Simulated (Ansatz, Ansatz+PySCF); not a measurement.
```xyz
3

H     0.0000    0.0000   -1.1895
B     0.0000    0.0000   -0.0049
O     0.0000    0.0000    1.1945
```

Basis set: def2-SVP (spherical functions). Correlated methods keep 2 orbitals frozen. Charge 0, multiplicity 1.

Computed with Ansatz (development build ahead of 0.2.0); each method stands on the lowest determinant of its kind that the runs found. Restricted open shells among the atoms or ions are ROHF, correlated in semicanonical orbitals with singles.

**Question.** Give the atomization energy at this shape (free ground-state atoms in the same class of orbitals less the molecule, no zero-point energy) of singlet BHO by RHF-CCSD(T), RHF-MP2, RHF, UHF.

**Answer.**

```json
{"method": "RHF-CCSD(T)", "atomization energy": "12.99 eV"}
{"method": "RHF-MP2", "atomization energy": "13.58 eV"}
{"method": "RHF", "atomization energy": "10.24 eV"}
{"method": "UHF", "atomization energy": "10.02 eV"}
```
